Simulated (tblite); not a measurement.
C₅H₈N₂ (charge -1 and doublet state).
Atom-mapped SMILES: `[CH2:1][N-:2][N:3]([CH:4]=[CH2:5])[CH:6]=[CH2:7]` (hydrogens: H8, H9 on C1; H10 on C4; H11, H12 on C5; H13 on C6; H14, H15 on C7)

Structure used (GFN2-xTB), in Å, numbered top down from 1:
```xyz
15
C5H8N2 angstrom
C     -0.5255    1.9671    1.2846
N     -0.9636    0.7998    0.8191
N     -0.1040   -0.0361    0.1756
C     -0.6841   -1.0891   -0.4950
C     -2.0065   -1.2271   -0.7402
C      1.2688    0.0897    0.2173
C      2.1749   -0.4447   -0.6558
H      0.4267    2.4343    1.0390
H     -1.2713    2.5803    1.7666
H      0.0179   -1.8486   -0.8122
H     -2.7050   -0.4760   -0.4244
H     -2.3892   -2.1062   -1.2326
H      1.6321    0.6810    1.0483
H      3.2302   -0.3110   -0.4828
H      1.8943   -1.0057   -1.5295
```

Level: GFN2-xTB in tblite, geometry and Hessian alike; calculated harmonic values, unscaled, isolated species. Against measured fundamentals such values can be off by several per cent, at times by over 20. One conformer, not necessarily the lowest. Open shells enter through the occupations alone, without spin polarisation, and single modes of such species can be off by tens of per cent.

Harmonic wavenumbers (cm⁻¹): 103.2, 127.0, 137.8, 214.3, 257.1, 300.4, 322.3, 392.4, 449.3, 483.6, 512.0, 540.6, 562.9, 570.5, 614.1, 784.4, 820.2, 875.9, 974.4, 1003.5, 1091.4, 1158.5, 1211.0, 1291.8, 1310.6, 1373.0, 1398.0, 1421.4, 1468.7, 1574.7, 1615.2, 2900.2, 3036.7, 3045.5, 3050.5, 3074.1, 3077.0, 3103.4, 3149.1.

A = 3045, B = 2797, C = 1482 MHz; mass 96.069 u (most abundant isotopes); point group C1, symmetry number 1; spin multiplicity 2.

Question: Zero-point energy?

Answer: ½Σν̃ = 24698 cm⁻¹ = 295.46 kJ/mol.

Question: What is S at 298.15 K and 1 bar for an ideal gas of classical rigid rotors and harmonic oscillators?

Answer: Translation 165.79, rotation 115.62, vibration 91.22, spin (R ln 2) 5.76: S = 378.4 J/(mol K).

Question: And Cp and H(298.15 K) − H(0)?

Answer: Cp = 144.24 J/(mol K), of which vibrations give 110.98 (their classical limit is 39 R = 324.3); H(298.15 K) − H(0) = 25.82 kJ/mol without the zero-point energy, 15.90 from vibrations.

Question: What must be added to the electronic energy to get the Gibbs energy at 298.15 K and 1 bar?

Answer: ZPE + [H(298.15 K) − H(0)] − T·S = 295.46 + 25.82 − 112.82 = 208.46 kJ/mol.

Question: Which modes carry the vibrational entropy at 298.15 K?

Answer: 103.2 cm⁻¹: 14.20; 127.0 cm⁻¹: 12.51; 137.8 cm⁻¹: 11.86; 214.3 cm⁻¹: 8.40; 257.1 cm⁻¹: 7.03; 300.4 cm⁻¹: 5.92 J/(mol K); the other 33 give 31.30 together.

Question: Blend soft modes into free rotors: weight 1/[1 + (100 cm⁻¹/ν̃)⁴] for the oscillator and the rest for a rotor with moment μB/(μ + B), μ = h/(8π²ν), B = 10⁻⁴⁴ kg m². What vibrational entropy results?

Answer: 89.50 J/(mol K) in place of 91.22, which changes −T·S at 298.15 K by +0.51 kJ/mol.

Hindered rotation and anharmonicity are outside this model. Other conformers, if any are populated, would add a mixing term that is left out. The structure is chiral; the term R ln 2 for an equal mix with its mirror image is left out.
